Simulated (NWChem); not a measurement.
Species: CH4AlIO; SMILES [CH3][Al]([OH])[I]

```xyz
8

Al    -0.0465     1.3887     0.0337
I      0.0748    -1.0594     0.4620
C     -1.7357     2.3325     0.0190
H     -1.5845     3.4032    -0.1866
H     -2.2520     2.2320     0.9873
H     -2.4106     1.9210    -0.7487
O      1.4004     2.2319    -0.2501
H      2.2845     1.8611    -0.2645
```
Atoms are numbered in this order, from 1.

Level: PBE0/def2-SVP with def2 effective core potentials on I (NWChem), optimised geometry, unscaled harmonic frequencies. def2 effective core potentials on I; no spin-orbit coupling.

**Question.** List the harmonic frequencies with IR intensities, and the thermochemistry.

**Answer.** 
```json
[
 {"frequency (cm⁻¹)": "41", "IR intensity (km/mol)": "0.2"},
 {"frequency (cm⁻¹)": "131", "IR intensity (km/mol)": "4.1"},
 {"frequency (cm⁻¹)": "177", "IR intensity (km/mol)": "8.7"},
 {"frequency (cm⁻¹)": "193", "IR intensity (km/mol)": "10.6"},
 {"frequency (cm⁻¹)": "323", "IR intensity (km/mol)": "35.5"},
 {"frequency (cm⁻¹)": "394", "IR intensity (km/mol)": "144.4"},
 {"frequency (cm⁻¹)": "567", "IR intensity (km/mol)": "189.2"},
 {"frequency (cm⁻¹)": "646", "IR intensity (km/mol)": "41.9"},
 {"frequency (cm⁻¹)": "664", "IR intensity (km/mol)": "32.4"},
 {"frequency (cm⁻¹)": "707", "IR intensity (km/mol)": "195.0"},
 {"frequency (cm⁻¹)": "896", "IR intensity (km/mol)": "96.8"},
 {"frequency (cm⁻¹)": "1209", "IR intensity (km/mol)": "22.6"},
 {"frequency (cm⁻¹)": "1419", "IR intensity (km/mol)": "1.9"},
 {"frequency (cm⁻¹)": "1419", "IR intensity (km/mol)": "5.0"},
 {"frequency (cm⁻¹)": "3056", "IR intensity (km/mol)": "0.7"},
 {"frequency (cm⁻¹)": "3157", "IR intensity (km/mol)": "0.5"},
 {"frequency (cm⁻¹)": "3172", "IR intensity (km/mol)": "0.9"},
 {"frequency (cm⁻¹)": "3982", "IR intensity (km/mol)": "115.5"}
]
```

zero-point energy: 31.7 kcal/mol
thermal correction to the enthalpy at 298.15 K (with zero-point energy): 36.6 kcal/mol
heat capacity Cv: 21.3 cal/(mol K)
entropy at 298.15 K and 1 atm (symmetry number 1): 86.3 cal/(mol K)

Rigid rotor and harmonic oscillator; modes under 100 cm⁻¹ make the entropy uncertain.
